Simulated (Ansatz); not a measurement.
Born–Oppenheimer molecular dynamics of BFH5NO (9 atoms, charge 0, multiplicity 1). It starts at the highest image of a converged band, a first-order saddle point between two minima.

Theory: RKS PBE0/6-31G* (Ansatz).

```json
{"ensemble": "NVE (velocity Verlet)", "time step": "0.5 fs", "steps asked": "200", "starting velocities drawn for": "300 K", "seed": "6746"}
```

First frame:

```xyz
9
Properties=species:S:1:pos:R:3
B -0.052 0.215 0.256
N -0.012 0.065 1.814
H -0.717 -0.522 2.242
H 0.903 -0.170 2.187
F 1.146 -0.028 -0.342
H -1.040 -0.249 -0.266
O -0.242 1.820 0.420
H -1.129 2.081 0.135
H -0.254 1.387 1.497
```

**Question.** How far do the bonds stretch over the last three quarters of this one trajectory? (Pairs bonded in most of those frames.)

**Answer.** 
```json
{"bond": "B1–N2", "mean (Å)": "1.418", "spread (Å)": "0.035", "shortest": "1.35", "longest": "1.46"}
{"bond": "B1–F5", "mean (Å)": "1.342", "spread (Å)": "0.023", "shortest": "1.30", "longest": "1.40"}
{"bond": "B1–H6", "mean (Å)": "1.206", "spread (Å)": "0.016", "shortest": "1.18", "longest": "1.23"}
{"bond": "N2–H3", "mean (Å)": "1.010", "spread (Å)": "0.020", "shortest": "0.98", "longest": "1.05"}
{"bond": "N2–H4", "mean (Å)": "1.012", "spread (Å)": "0.014", "shortest": "0.98", "longest": "1.04"}
{"bond": "O7–H8", "mean (Å)": "0.969", "spread (Å)": "0.022", "shortest": "0.93", "longest": "1.00"}
{"bond": "O7–H9", "mean (Å)": "0.970", "spread (Å)": "0.024", "shortest": "0.93", "longest": "1.01"}
```

Pairs bonded in part of these frames only: B1–O7 11 %.

Mean temperature of the second half: 528 K. The conserved energy stayed within 0.25 meV per atom of its start (net change 0.24 meV per atom), so the integration is sound. The kinetic energy rose, since the run started high on the potential surface and went downhill. It ends in pieces (BFH3N + H2O), so much of that is their flight and rotation, not heat. A run of 0.1 ps of so small a system gives no equilibrium averages. The orbitals stay closed-shell, which can raise the energy where a bond breaks towards radicals; this wasn't checked here.

Time of the run: 5.8 min on 1 thread of AMD EPYC 7R43 64-Core Processor (Zen 3), on a shared host, peak memory 0.15 GiB.
